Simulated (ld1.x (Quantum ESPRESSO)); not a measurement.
Which change was made? (Cs, TM)

ld1.x (Quantum ESPRESSO) 7.5 input, shortened:

```
&input
   title='Cs', zed=55., rel=2, dft='PBE', iswitch=3,
   config='[Xe] 4f-2 5d0 6s1 6p0', rel_dist='average'
 /
 &inputp
   pseudotype=2, tm=.true., lloc=-1, rcloc=2.30,
   nlcc=.false.
 /
4
5S  1  0   2.00   0.00  3.00  3.00  0.0
5P  2  1   6.00   0.00  3.15  3.15  0.0
5D  3  2   0.00   0.00  4.20  4.20  0.0
4F  4  3  -2.00   0.20  3.35  3.35  0.0
 &test
   configts(1)='5s2 5p6 5d0 6s1 6p0'
 /
```

Open shells are filled in proportion to 2j + 1 (rel_dist='average').

Occupied shells without a wave of their own: 6s. They enter only through the test configuration that unscreens the potential.

Cutoffs, loose and tight: the cutoffs (Ry, on a coarse ladder) from which the occupation-weighted sum of valence levels, in a spherical-Bessel basis at the reference potential, stays within 10 and 1 mRy of its value at 400 Ry. They do not see the model core or the augmentation charge, which bear on the density cutoff. Test errors are all-electron minus pseudo excitation energies from the reference, over the configurations 5s2 5p6 5d0 6s0 6p0; 5s2 5p6 5d0 6s0.5 6p0; 5s2 5p6 5d0 6s0 6p1; 5s2 5p6 5d1 6s0 6p0; 5s1 5p6 5d0 6s1 6p0; 5s2 5p6 5d0.5 6s0.5 6p0; 5s2 5p5 5d0 6s1 6p0; variants that change the core or the reference have their own tests. The largest error is taken over the tests solved by every variant that gives reliable tests at all, those not shown here included: 5s2 5p6 5d0 6s0 6p0; 5s2 5p6 5d0 6s0.5 6p0; 5s2 5p6 5d0.5 6s0.5 6p0; 5s2 5p6 5d1 6s0 6p0.

The base gives: outcome: generated, misses its reference levels by 0.27 eV; cutoff, loose: 10 Ry; cutoff, tight: 21 Ry; bound ghosts: none; largest test error (meV): -474.

Question: After one change the result is: outcome: generated; bound ghosts: not determined; largest test error (meV): -0.1. Which change was it?
A. type PAW; waves now 5s (bound): rcut 2.60, rcutus 3.00 bohr; 6s (bound): rcut 2.60, rcutus 3.00 bohr; 5p (bound): rcut 2.75, rcutus 3.15 bohr; 6p (bound): rcut 2.75, rcutus 3.15 bohr; 5d (bound): rcut 3.65, rcutus 4.20 bohr; 5d channel at 2.35 Ry: rcut 3.65, rcutus 4.20 bohr; 4f channel at 0.2 Ry: rcut 2.90, rcutus 3.35 bohr; 4f channel at 0.95 Ry: rcut 2.90, rcutus 3.35 bohr; local potential all-electron potential smoothed inside 2.85 bohr (lloc = -2); core correction a·sin(br)/r model core, default radius (ld1.x builds one for every PAW set, though the input has nlcc=.false.); augmentation BESSEL, radius 2.80 bohr
B. wave 5s (bound): rc 3.00 bohr becomes 5s (bound): rc 4.16 bohr
C. all radii scaled by about 1.37 (s 4.10, p 4.30, d 5.74, f 4.58 bohr); local potential all-electron potential smoothed inside 3.14 bohr (lloc = -1)

Answer: A. The others give: wave 5s (bound): rc 3.00 bohr becomes 5s (bound): rc 4.16 bohr → outcome: generated, misses its reference levels by 0.82 eV; cutoff, loose: 12 Ry; cutoff, tight: 21 Ry; bound ghosts: none; largest test error (meV): -1500 | all radii scaled by about 1.37 (s 4.10, p 4.30, d 5.74, f 4.58 bohr); local potential all-electron potential smoothed inside 3.14 bohr (lloc = -1) → outcome: generated; cutoff, loose: 8 Ry; cutoff, tight: 10 Ry; bound ghosts: none; largest test error (meV): +137.
